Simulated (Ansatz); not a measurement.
Mulliken charges of `[CH2]1[NH][SnH2]1` from r2SCAN/def2-TZVPP in Ansatz (PBE0-D4/def2-TZVP geometry).

| atom | x (Å) | y (Å) | z (Å) | charge (e) |
| --- | --- | --- | --- | --- |
| C1 | -0.793 | 0.580 | -0.626 | -0.099 |
| N2 | -0.118 | 0.972 | 0.405 | -0.297 |
| Sn3 | 0.864 | -1.314 | -0.262 | 0.274 |
| H4 | -1.782 | 0.115 | -0.583 | 0.116 |
| H5 | -0.429 | 0.855 | -1.616 | 0.136 |
| H6 | -0.587 | 0.718 | 1.275 | 0.187 |
| H7 | 2.396 | -0.486 | -0.105 | -0.143 |
| H8 | 0.542 | -1.496 | 1.456 | -0.175 |

Problem. By hand: the dipole of these point charges (1 e Å = 4.8032 D).

Solution. Σ q r = (-0.462, -0.111, -0.419) e Å, of length 0.634 e Å = 3.05 D.

Problem. How does the dipole of the full density compare? (An estimate is asked.)

Solution. Computed: (-0.458, -0.014, -0.148) e Å, 2.31 D; the point charges give 1.32 times that, at 26° from its direction.

Point charges leave out the atoms' own dipoles, such as those of lone pairs, and Mulliken's split depends on the basis, so the two needn't agree.
